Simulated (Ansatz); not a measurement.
CH3BrFGe (`[CH3][Ge]([F])[Br]`) radical. Charge 0, multiplicity 2.

Cartesian coordinates in Å:
```
C 0.3358 0.4848 0.7141
Ge -0.7215 -0.8289 -0.2910
F 0.4396 -1.9804 -0.9019
Br -1.6432 0.1740 -2.1674
H -0.3091 1.3021 1.0331
H 0.7893 -0.0032 1.5761
H 1.1091 0.8516 0.0370
```

**Question.** List the harmonic frequencies (cm⁻¹, unscaled) at PBE0-D4/def2-TZVP in Ansatz. (An estimate is asked.)

**Answer.** Computed: 104, 133, 166, 196, 297, 566, 681, 768, 792, 1217, 1429, 1439, 3066, 3171, 3185.

**Question.** Is this a minimum?

**Answer.** Yes, all 15 modes are real.

**Question.** Give the ideal-gas thermochemistry at 298.15 K and 1 bar (rigid rotor, harmonic oscillator; point group C1, symmetry number 1).

**Answer.** Zero-point energy 102.9 kJ/mol; H(298) − E = 122.1 kJ/mol; entropy 353.5 J/(mol·K), of which translation 174.1, rotation 116.2, vibration 57.5, electronic 5.8; G(298) − E = 16.7 kJ/mol.

**Question.** And at 400, 500, 600, 800 and 1000 K?

**Answer.** 
```csv
T (K),H − E (kJ/mol),S (J/mol/K),G − E (kJ/mol)
400,131.5,380.8,-20.8
500,141.7,403.5,-60.0
600,152.7,423.4,-101.4
800,176.1,457.1,-189.6
1000,201.3,485.1,-283.9
```

**Question.** Rotational constants (cm⁻¹)?

**Answer.** 0.1755, 0.05221, 0.04444.
